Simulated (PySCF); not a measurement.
Br₅Nb, SMILES [Br][Nb+]([Br])([Br])([Br])[Br] (connectivity only; charge and spin as stated), charge +1, multiplicity 2.

Geometry optimised at B3LYP-D3(BJ)/def2-SVP. The spin state was assumed, not searched. The def2 effective core potentials stand for the cores of Nb; spin–orbit coupling is left out.

Calculation: TDA-ωB97X/def2-SVPD in PySCF.

Vertical excitations. Isolated molecule, no solvent.

Computed excitation energies, oscillator strengths and character:
| state | energy (eV) | λ (nm) | f | main pairs |
|---|---|---|---|---|
| root 1 | 1.06 | 1169 | 0.000 | β HOMO−2→LUMO 41 %, β HOMO−4→LUMO 31 %, β HOMO−7→LUMO 23 % |
| root 2 | 1.28 | 969 | 0.014 | β HOMO→LUMO 88 % |
| root 3 | 2.26 | 548 | 0.001 | β HOMO−1→LUMO 93 % |
| root 4 | 2.49 | 499 | 0.019 | β HOMO−3→LUMO 85 % |
| root 5 | 2.52 | 493 | 0.000 | β HOMO−2→LUMO 52 %, β HOMO−7→LUMO 37 % |
| root 6 | 2.81 | 441 | 0.000 | β HOMO→LUMO+1 98 % |
Unrestricted roots are not spin-pure.
